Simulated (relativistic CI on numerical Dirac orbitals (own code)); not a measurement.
# Radial parameters of Ga V

Calculated at this level of theory: Dirac-Coulomb-Breit CI, KLI orbitals optimised for each configuration, QED by a radiative potential, valence Slater integrals scaled by 0.85, P86 correlation energy added to each configuration (own radial code, finite nucleus).

Slater integrals F^k, G^k are unscaled and averaged over j, outside the closed core [Ne]; ζ comes from projecting the Hamiltonian with its Breit term on Σ l·s of the shell.

- 3s²3p⁶3d⁹: ζ(3d) = 1405.7 cm⁻¹; <r>(3d) = 0.7381, <r^2>(3d) = 0.6785 (bohr units).
- 3s²3p⁶3d⁸4s: F^2(3d,3d) = 134530, F^4(3d,3d) = 84480, ζ(3d) = 1505.9, G^2(3d,4s) = 14141 cm⁻¹; <r>(3d) = 0.7127, <r^2>(3d) = 0.6291, <r>(4s) = 1.771, <r^2>(4s) = 3.537 (bohr units).
- 3s²3p⁶3d⁸4p: F^2(3d,3d) = 134900, F^4(3d,3d) = 84733, ζ(3d) = 1513.9, F^2(3d,4p) = 29672, G^1(3d,4p) = 10661, G^3(3d,4p) = 9795.4, ζ(4p) = 2126.3 cm⁻¹; <r>(3d) = 0.7111, <r^2>(3d) = 0.6256, <r>(4p) = 2.002, <r^2>(4p) = 4.534 (bohr units).

**Question.** Give the Racah parameters of the d shell in 3s²3p⁶3d⁸4s.

**Answer.** B = F²/49 − 5F⁴/441 = 1788 cm⁻¹ and C = 35F⁴/441 = 6705 cm⁻¹; values fitted to spectra at such low charge are typically 15 to 30 % smaller.

Averages of the first 10 configurations, taken without configuration mixing, which lowers the lowest level and can move excited configurations by several eV; other configurations of the list can lie among them:

```json
{"Configuration": "3s²3p⁶3d⁹", "Parity": "even", "States": "10", "Average energy above the lowest level (eV)": "0.2"}
{"Configuration": "3s²3p⁶3d⁸4s", "Parity": "even", "States": "90", "Average energy above the lowest level (eV)": "28.4"}
{"Configuration": "3s²3p⁶3d⁸4p", "Parity": "odd", "States": "270", "Average energy above the lowest level (eV)": "39.5"}
{"Configuration": "3s²3p⁵3d¹⁰", "Parity": "odd", "States": "6", "Average energy above the lowest level (eV)": "91.0"}
{"Configuration": "3s²3p⁶3d⁸4d", "Parity": "even", "States": "450", "Average energy above the lowest level (eV)": "55.0"}
{"Configuration": "3s²3p⁶3d⁸5s", "Parity": "even", "States": "90", "Average energy above the lowest level (eV)": "58.4"}
{"Configuration": "3s²3p⁶3d⁸5p", "Parity": "odd", "States": "270", "Average energy above the lowest level (eV)": "62.5"}
{"Configuration": "3s²3p⁶3d⁷4s²", "Parity": "even", "States": "120", "Average energy above the lowest level (eV)": "64.5"}
{"Configuration": "3s²3p⁶3d⁸4f", "Parity": "odd", "States": "630", "Average energy above the lowest level (eV)": "66.1"}
{"Configuration": "3s²3p⁶3d⁸5d", "Parity": "even", "States": "450", "Average energy above the lowest level (eV)": "68.7"}
```
